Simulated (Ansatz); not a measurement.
Ansatz (a quantum-chemistry and plane-wave program) input (B3LYP-D3(BJ)/def2-TZVP):

Ansatz 0.2 input:
```yaml
crystal:
  periodic: [false, false, false]
  atoms:
    - {symbol: C, position_ang: [-2.16417092, -0.07391746, -0.58926350]}
    - {symbol: C, position_ang: [-1.04227579, -0.62474299, -0.14520765]}
    - {symbol: C, position_ang: [0.30643424, -0.25733768, -0.64844816]}
    - {symbol: Cl, position_ang: [1.33172267, 0.43689008, 0.68659224]}
    - {symbol: H, position_ang: [-2.15374398, 0.70139473, -1.34671262]}
    - {symbol: H, position_ang: [-3.13189445, -0.37862627, -0.21323418]}
    - {symbol: H, position_ang: [-1.07212031, -1.39033370, 0.62280953]}
    - {symbol: H, position_ang: [0.25937529, 0.49867175, -1.42783544]}
    - {symbol: H, position_ang: [0.85917275, -1.12224922, -1.00957949]}
basis:
  gaussian:
    orbitals: def2-TZVP
hamiltonian:
  xc: b3lyp
  dispersion: d3bj
phonons: {temperatures: {t_min: 298.15, t_max: 298.15, t_step: 100}}
```

Output:

```
Functional definition: B3LYP
integrals: 0.07 GiB planned
1023 factors; their error is unknown
mean field: 0.68 GiB planned
mean field evaluation 1: about -15708.8524 eV, gradient 5.7e1 eV
mean field evaluation 2: about -15703.1321 eV, gradient 7.2e1 eV
mean field evaluation 4: about -15716.7080 eV, gradient 5.4e0 eV
mean field evaluation 8: about -15716.7736 eV, gradient 2.8e-1 eV
mean field evaluation 16: about -15716.7847 eV, gradient 3.1e-4 eV
mean field -15716.78466580 eV, -577.5811832487 hartree, gradient 3.1e-5 eV, S^2 0.000000; 0 other end points of the search recorded, 0 dependent functions left out
the calculation of the forces begins
reference -15716.78491803 eV, -577.5811925183 hartree; 20, 20 occupied and 140, 140 virtual orbitals, 1023 factors
these checks for a lower state are left out or cut short: stability, starts, cluster_reference, orbital_swaps, neighbouring_geometries, increment
integrals: 0.07 GiB planned
1023 factors; their error is unknown
mean field: 0.68 GiB planned
mean field -15716.78435771 eV, -577.5811719268 hartree, gradient 1.5e-6 eV, S^2 0.000000; 0 other end points of the search recorded, 0 dependent functions left out
the calculation of the forces begins
reference -15716.78460995 eV, -577.5811811966 hartree; 20, 20 occupied and 140, 140 virtual orbitals, 1023 factors
these checks for a lower state are left out or cut short: stability, starts, cluster_reference, orbital_swaps, neighbouring_geometries, increment
integrals: 0.07 GiB planned
1023 factors; their error is unknown
mean field: 0.68 GiB planned
mean field evaluation 32: about -15716.7845 eV, gradient 1.4e-6 eV
mean field -15716.78449058 eV, -577.5811768096 hartree, gradient 1.5e-6 eV, S^2 0.000000; 0 other end points of the search recorded, 0 dependent functions left out
the calculation of the forces begins
reference -15716.78474281 eV, -577.5811860790 hartree; 20, 20 occupied and 140, 140 virtual orbitals, 1023 factors
these checks for a lower state are left out or cut short: stability, starts, cluster_reference, orbital_swaps, neighbouring_geometries, increment
integrals: 0.07 GiB planned
1023 factors; their error is unknown
mean field: 0.68 GiB planned
mean field -15716.78453841 eV, -577.5811785675 hartree, gradient 1.5e-6 eV, S^2 0.000000; 0 other end points of the search recorded, 0 dependent functions left out
the calculation of the forces begins
reference -15716.78479063 eV, -577.5811878362 hartree; 20, 20 occupied and 140, 140 virtual orbitals, 1023 factors
these checks for a lower state are left out or cut short: stability, starts, cluster_reference, orbital_swaps, neighbouring_geometries, increment
integrals: 0.07 GiB planned
1023 factors; their error is unknown
mean field: 0.68 GiB planned
mean field -15716.78454044 eV, -577.5811786421 hartree, gradient 1.5e-6 eV, S^2 0.000000; 0 other end points of the search recorded, 0 dependent functions left out
the calculation of the forces begins
reference -15716.78479271 eV, -577.5811879126 hartree; 20, 20 occupied and 140, 140 virtual orbitals, 1023 factors
these checks for a lower state are left out or cut short: stability, starts, cluster_reference, orbital_swaps, neighbouring_geometries, increment
integrals: 0.07 GiB planned
1023 factors; their error is unknown
mean field: 0.68 GiB planned
mean field -15716.78453694 eV, -577.5811785133 hartree, gradient 1.5e-6 eV, S^2 0.000000; 0 other end points of the search recorded, 0 dependent functions left out
the calculation of the forces begins
reference -15716.78478922 eV, -577.5811877844 hartree; 20, 20 occupied and 140, 140 virtual orbitals, 1023 factors
these checks for a lower state are left out or cut short: stability, starts, cluster_reference, orbital_swaps, neighbouring_geometries, increment
integrals: 0.07 GiB planned
[...]
these checks for a lower state are left out or cut short: stability, starts, cluster_reference, orbital_swaps, neighbouring_geometries, increment
integrals: 0.07 GiB planned
1023 factors; their error is unknown
mean field: 0.68 GiB planned
mean field -15716.78462236 eV, -577.5811816525 hartree, gradient 1.5e-6 eV, S^2 0.000000; 0 other end points of the search recorded, 0 dependent functions left out
the calculation of the forces begins
reference -15716.78487463 eV, -577.5811909233 hartree; 20, 20 occupied and 140, 140 virtual orbitals, 1023 factors
these checks for a lower state are left out or cut short: stability, starts, cluster_reference, orbital_swaps, neighbouring_geometries, increment
integrals: 0.07 GiB planned
1023 factors; their error is unknown
mean field: 0.68 GiB planned
mean field -15716.78459424 eV, -577.5811806191 hartree, gradient 1.5e-6 eV, S^2 0.000000; 0 other end points of the search recorded, 0 dependent functions left out
the calculation of the forces begins
reference -15716.78484644 eV, -577.5811898875 hartree; 20, 20 occupied and 140, 140 virtual orbitals, 1023 factors
these checks for a lower state are left out or cut short: stability, starts, cluster_reference, orbital_swaps, neighbouring_geometries, increment
integrals: 0.07 GiB planned
1023 factors; their error is unknown
mean field: 0.68 GiB planned
mean field evaluation 320: about -15716.7847 eV, gradient 1.5e-6 eV
mean field -15716.78466369 eV, -577.5811831713 hartree, gradient 1.5e-6 eV, S^2 0.000000; 0 other end points of the search recorded, 0 dependent functions left out
the calculation of the forces begins
reference -15716.78491592 eV, -577.5811924406 hartree; 20, 20 occupied and 140, 140 virtual orbitals, 1023 factors
these checks for a lower state are left out or cut short: stability, starts, cluster_reference, orbital_swaps, neighbouring_geometries, increment
integrals: 0.07 GiB planned
1023 factors; their error is unknown
mean field: 0.68 GiB planned
mean field -15716.78463479 eV, -577.5811821094 hartree, gradient 1.5e-6 eV, S^2 0.000000; 0 other end points of the search recorded, 0 dependent functions left out
the calculation of the forces begins
reference -15716.78488704 eV, -577.5811913792 hartree; 20, 20 occupied and 140, 140 virtual orbitals, 1023 factors
these checks for a lower state are left out or cut short: stability, starts, cluster_reference, orbital_swaps, neighbouring_geometries, increment
integrals: 0.07 GiB planned
1023 factors; their error is unknown
mean field: 0.68 GiB planned
mean field -15716.78461089 eV, -577.5811812311 hartree, gradient 1.5e-6 eV, S^2 0.000000; 0 other end points of the search recorded, 0 dependent functions left out
the calculation of the forces begins
reference -15716.78486316 eV, -577.5811905018 hartree; 20, 20 occupied and 140, 140 virtual orbitals, 1023 factors
these checks for a lower state are left out or cut short: stability, starts, cluster_reference, orbital_swaps, neighbouring_geometries, increment
integrals: 0.07 GiB planned
1023 factors; their error is unknown
mean field: 0.68 GiB planned
mean field -15716.78460068 eV, -577.5811808556 hartree, gradient 1.5e-6 eV, S^2 0.000000; 0 other end points of the search recorded, 0 dependent functions left out
the calculation of the forces begins
reference -15716.78485289 eV, -577.5811901241 hartree; 20, 20 occupied and 140, 140 virtual orbitals, 1023 factors
these checks for a lower state are left out or cut short: stability, starts, cluster_reference, orbital_swaps, neighbouring_geometries, increment
integrals: 0.07 GiB planned
1023 factors; their error is unknown
mean field: 0.68 GiB planned
mean field -15716.78459180 eV, -577.5811805295 hartree, gradient 1.5e-6 eV, S^2 0.000000; 0 other end points of the search recorded, 0 dependent functions left out
the calculation of the forces begins
reference -15716.78484400 eV, -577.5811897976 hartree; 20, 20 occupied and 140, 140 virtual orbitals, 1023 factors
these checks for a lower state are left out or cut short: stability, starts, cluster_reference, orbital_swaps, neighbouring_geometries, increment
integrals: 0.07 GiB planned
1023 factors; their error is unknown
mean field: 0.68 GiB planned
mean field evaluation 352: about -15716.7846 eV, gradient 2.6e-4 eV
mean field -15716.78462089 eV, -577.5811815985 hartree, gradient 1.5e-6 eV, S^2 0.000000; 0 other end points of the search recorded, 0 dependent functions left out
the calculation of the forces begins
reference -15716.78487317 eV, -577.5811908695 hartree; 20, 20 occupied and 140, 140 virtual orbitals, 1023 factors
these checks for a lower state are left out or cut short: stability, starts, cluster_reference, orbital_swaps, neighbouring_geometries, increment
integrals: 0.07 GiB planned
1023 factors; their error is unknown
mean field: 0.68 GiB planned
mean field -15716.78464656 eV, -577.5811825417 hartree, gradient 1.5e-6 eV, S^2 0.000000; 0 other end points of the search recorded, 0 dependent functions left out
the calculation of the forces begins
reference -15716.78489883 eV, -577.5811918124 hartree; 20, 20 occupied and 140, 140 virtual orbitals, 1023 factors
these checks for a lower state are left out or cut short: stability, starts, cluster_reference, orbital_swaps, neighbouring_geometries, increment
integrals: 0.07 GiB planned
1023 factors; their error is unknown
mean field: 0.68 GiB planned
mean field -15716.78460543 eV, -577.5811810302 hartree, gradient 1.5e-6 eV, S^2 0.000000; 0 other end points of the search recorded, 0 dependent functions left out
the calculation of the forces begins
reference -15716.78485763 eV, -577.5811902987 hartree; 20, 20 occupied and 140, 140 virtual orbitals, 1023 factors
these checks for a lower state are left out or cut short: stability, starts, cluster_reference, orbital_swaps, neighbouring_geometries, increment
integrals: 0.07 GiB planned
1023 factors; their error is unknown
mean field: 0.68 GiB planned
mean field -15716.78458463 eV, -577.5811802659 hartree, gradient 1.5e-6 eV, S^2 0.000000; 0 other end points of the search recorded, 0 dependent functions left out
the calculation of the forces begins
reference -15716.78483681 eV, -577.5811895335 hartree; 20, 20 occupied and 140, 140 virtual orbitals, 1023 factors
these checks for a lower state are left out or cut short: stability, starts, cluster_reference, orbital_swaps, neighbouring_geometries, increment
integrals: 0.07 GiB planned
1023 factors; their error is unknown
mean field: 0.68 GiB planned
mean field -15716.78460519 eV, -577.5811810215 hartree, gradient 1.5e-6 eV, S^2 0.000000; 0 other end points of the search recorded, 0 dependent functions left out
the calculation of the forces begins
reference -15716.78485748 eV, -577.5811902930 hartree; 20, 20 occupied and 140, 140 virtual orbitals, 1023 factors
these checks for a lower state are left out or cut short: stability, starts, cluster_reference, orbital_swaps, neighbouring_geometries, increment
integrals: 0.07 GiB planned
1023 factors; their error is unknown
mean field: 0.68 GiB planned
mean field evaluation 384: about -15716.7734 eV, gradient 4.7e-1 eV
mean field -15716.78463090 eV, -577.5811819663 hartree, gradient 1.5e-6 eV, S^2 0.000000; 0 other end points of the search recorded, 0 dependent functions left out
the calculation of the forces begins
reference -15716.78488312 eV, -577.5811912351 hartree; 20, 20 occupied and 140, 140 virtual orbitals, 1023 factors
these checks for a lower state are left out or cut short: stability, starts, cluster_reference, orbital_swaps, neighbouring_geometries, increment
integrals: 0.07 GiB planned
1023 factors; their error is unknown
mean field: 0.68 GiB planned
mean field -15716.78465309 eV, -577.5811827819 hartree, gradient 1.5e-6 eV, S^2 0.000000; 0 other end points of the search recorded, 0 dependent functions left out
the calculation of the forces begins
reference -15716.78490535 eV, -577.5811920522 hartree; 20, 20 occupied and 140, 140 virtual orbitals, 1023 factors
Total energy: -15717.08732692 eV, -577.5923058398 hartree
Atom 0 at    -2.164171    -0.073917    -0.589264 Å, force    -0.000392    -0.000213     0.000455 eV/Å
Atom 1 at    -1.042276    -0.624743    -0.145208 Å, force     0.000608     0.001023    -0.000452 eV/Å
Atom 2 at     0.306434    -0.257338    -0.648448 Å, force    -0.000720    -0.000619    -0.000884 eV/Å
Atom 3 at     1.331723     0.436890     0.686592 Å, force    -0.000253    -0.000161     0.000298 eV/Å
Atom 4 at    -2.153744     0.701395    -1.346713 Å, force     0.000329     0.000609     0.000528 eV/Å
Atom 5 at    -3.131894    -0.378626    -0.213234 Å, force    -0.000032    -0.000647    -0.000818 eV/Å
Atom 6 at    -1.072120    -1.390334     0.622810 Å, force     0.000202     0.000449     0.000877 eV/Å
Atom 7 at     0.259375     0.498672    -1.427835 Å, force    -0.000052    -0.000774     0.000346 eV/Å
Atom 8 at     0.859173    -1.122249    -1.009579 Å, force     0.000311     0.000333    -0.000351 eV/Å
Dipole moment:    -0.261905    -0.160285    -0.284586 e Å
Vibrations: 110.26 285.68 407.22 596.62 740.54 909.52 953.18 967.45 1027.62 1115.48 1227.50 1279.27 1330.00 1454.55 1489.84 1707.25 3082.19 3137.11 3140.63 3161.38 3224.87 cm⁻¹, zero-point energy 1.943339 eV
```
